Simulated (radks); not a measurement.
Problem. All-electron atom: Mn III in [Ar] 3d5. All-electron calculation, Dirac Kohn-Sham, BLYP, spin-unpolarised, spherical densities, point nucleus; open shells are shared between the two j in proportion to 2j + 1. Program: a radial shooting solver on a logarithmic mesh with Libxc functionals. Some entries of the table are withheld. Estimate them.

orbital  occ.  eigenvalue (eV)  <r> (bohr)  r(max) (bohr)
1s1/2       2        -6448.644     0.06090        0.03986
2s1/2       2        -761.5308      0.2793         0.2325
2p1/2       2              (1)      0.2451         0.1866
2p3/2       4              (2)      0.2480         0.1890
3s1/2       2        -103.5192      0.8519         0.7360
3p1/2       2         -73.1810      0.8979            (3)
3p3/2       4         -71.9062      0.9070            (4)
3d3/2       2         -24.4112       1.151         0.7575
3d5/2       3         -24.2876       1.155         0.7600

Solution. 
(1) 2p1/2 eigenvalue (eV): -655.0193
(2) 2p3/2 eigenvalue (eV): -644.5743
(3) 3p1/2 r(max) (bohr): 0.7470
(4) 3p3/2 r(max) (bohr): 0.7540
